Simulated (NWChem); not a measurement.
Molecule: N₂H₃, doublet; SMILES [NH]N

```xyz
5

N     -0.1059    -0.7412     0.0028
N     -0.0111     0.5921    -0.0555
H      0.8508    -1.0952    -0.0477
H      0.8329     1.0658     0.2391
H     -0.8654     1.0727     0.1773
```
Atoms are numbered in this order, from 1.

Coordinates come from a PBE0-D3(BJ)/def2-TZVP, spin-unrestricted optimisation. No stability test was run on the SCF state.

 States above −ε(HOMO) = 3.9 eV lie in this functional's continuum and hang on the basis.

**Question.** List the 6 lowest vertical excitations from PBE/aug-cc-pVDZ, spin-unrestricted, TDA (NWChem).

**Answer.** 
```csv
state,energy (eV),oscillator strength,<S²>
state 1,2.96,0.002,0.76
state 2,3.77,0.008,0.76
state 3,4.11,0.004,0.76
state 4,4.25,0.003,0.76
state 5,5.41,0.038,0.78
state 6,5.57,0.005,2.26
```
